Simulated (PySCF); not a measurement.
SrF2, SMILES [F][Sr][F]. Atoms are numbered in the order given.

```xyz
3

Sr     0.0000     0.0000     0.2918
F      0.0000    -1.9366    -0.6161
F      0.0000     1.9366    -0.6161
```
Charge 0, spin multiplicity 1.

Geometry optimised at B3LYP-D3(BJ)/def2-TZVP. The isomer is the one that the SMILES or the coordinates give; other isomers of the formula were not compared. The def2 effective core potentials stand for the cores of Sr; spin–orbit coupling is left out.

These are HF/def2-TZVPD (PySCF) values and carry that method's errors.

Symmetry labels are those of the subgroup C2v that the program uses (full group C2v).

Q: List the valence orbital energies around the gap with their symmetry. (Estimate from the structure and the level; the computed values follow.)

A: 
```tsv
orbital	symmetry	energy (eV)
HOMO−7	A1	-28.93
HOMO−6	B2	-28.38
HOMO−5	A1	-14.35
HOMO−4	B2	-13.89
HOMO−3	A2	-13.82
HOMO−2	A1	-13.66
HOMO−1	B1	-13.65
HOMO	B2	-13.41
LUMO	A1	-0.37
LUMO+1	B1	0.73
LUMO+2	A1	1.30
LUMO+3	B2	1.38
```
